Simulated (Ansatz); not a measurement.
Cartesian coordinates in Å:
```
C 1.280 -0.715 -0.855
N 0.130 0.037 -0.429
C -0.461 0.827 -1.477
Ga -0.528 0.006 1.260
O 0.203 -0.977 2.559
S -2.285 1.194 1.806
H 1.030 -1.418 -1.663
H 2.079 -0.058 -1.229
H 1.698 -1.299 -0.031
H 0.252 1.561 -1.881
H -1.329 1.379 -1.110
H -0.797 0.201 -2.316
H 0.969 -1.490 2.292
H -2.242 0.752 3.075
```

Charge 0, multiplicity 1.

Task: List the PBE0/def2-TZVPP orbital energies in eV (Ansatz). (An estimate is asked.)

Result: The calculation gave: Occupied: -10147.18, -2422.28, -1252.99, -1109.18, -1109.09, -1109.06, -522.31, -391.35, -278.92, -278.81, -217.62, -161.45, -161.38, -161.28, -151.40, -104.38, -104.19, -104.13, -27.37, -25.41, -23.53, -23.41, -23.38, -23.29, -23.13, -20.11, -19.89, -17.28, -13.99, -13.46, -12.82, -12.77, -11.41, -11.07, -10.67, -10.44, -9.26, -9.07, -8.92, -7.61, -6.43. Lowest empty: -0.36, 0.21, 0.65, 1.14, 1.55, 2.51, 2.68, 3.07.
